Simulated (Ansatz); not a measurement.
An input meant for 1-ethyl-3-methylimidazolium tetrafluoroborate, `CCn1cc[n+](C)c1.F[B-](F)(F)F` (charge 0, singlet).

```yaml
crystal:
  periodic: [false, false, false]
  atoms:
    - {symbol: C, position_ang: [3.038895, 0.623151, 0.281808]}
    - {symbol: C, position_ang: [1.943494, -0.409368, 0.042560]}
    - {symbol: N, position_ang: [0.668633, -0.038956, 0.677610]}
    - {symbol: C, position_ang: [0.298103, -0.227093, 1.998155]}
    - {symbol: C, position_ang: [-1.022151, 0.144424, 2.100128]}
    - {symbol: N, position_ang: [-1.426929, 0.544283, 0.834913]}
    - {symbol: C, position_ang: [-2.772258, 0.932174, 0.417548]}
    - {symbol: C, position_ang: [-0.387646, 0.424626, -0.008334]}
    - {symbol: H, position_ang: [3.970510, 0.294560, -0.218877]}
    - {symbol: H, position_ang: [3.261186, 0.756805, 1.360447]}
    - {symbol: h, position_ang: [2.757726, 1.608170, -0.141577]}
    - {symbol: H, position_ang: [1.708414, -0.536125, -1.032900]}
    - {symbol: H, position_ang: [2.219635, -1.406467, 0.439098]}
    - {symbol: H, position_ang: [0.988863, -0.622440, 2.748574]}
    - {symbol: H, position_ang: [-1.703876, 0.138803, 2.955407]}
    - {symbol: H, position_ang: [-2.881177, 0.648959, -0.647105]}
    - {symbol: H, position_ang: [-2.927475, 2.019708, 0.557877]}
    - {symbol: H, position_ang: [-3.510151, 0.372970, 1.020700]}
    - {symbol: H, position_ang: [-0.393811, 0.597109, -1.096672]}
    - {symbol: F, position_ang: [-0.904315, -2.011223, -3.592311]}
    - {symbol: B, position_ang: [-0.777713, -1.209917, -2.484184]}
    - {symbol: F, position_ang: [-1.971072, -0.459163, -2.229761]}
    - {symbol: F, position_ang: [-0.460139, -1.948563, -1.315286]}
    - {symbol: F, position_ang: [0.283244, -0.236417, -2.667817]}
basis:
  gaussian: {orbitals: aug-cc-pVDZ}
hamiltonian: {xc: {name: wB97M-V}}
scf: {omitted_lower_state_checks: [starts]}
output: {forces: true}
```

```sh
$ ansatz run in.yaml --threads 4 --pin off --events-out ev --progress --plain --max-ram 6963MiB
```

(1) Predict how Ansatz answers.

Answers

(1) The program refused the input. An element symbol is wrong.
```
Error: YAML parse error: error: line 14 column 16: `h` is not an element symbol (H … Og, case-exact)
  --> <input>:14:16
   |
12 |     - {symbol: H, position_ang: [3.970510, 0.294560, -0.218877]}
13 |     - {symbol: H, position_ang: [3.261186, 0.756805, 1.360447]}
14 |     - {symbol: h, position_ang: [2.757726, 1.608170, -0.141577]}
   |                ^ `h` is not an element symbol (H … Og, case-exact)
15 |     - {symbol: H, position_ang: [1.708414, -0.536125, -1.032900]}
16 |     - {symbol: H, position_ang: [2.219635, -1.406467, 0.439098]}
   |
```
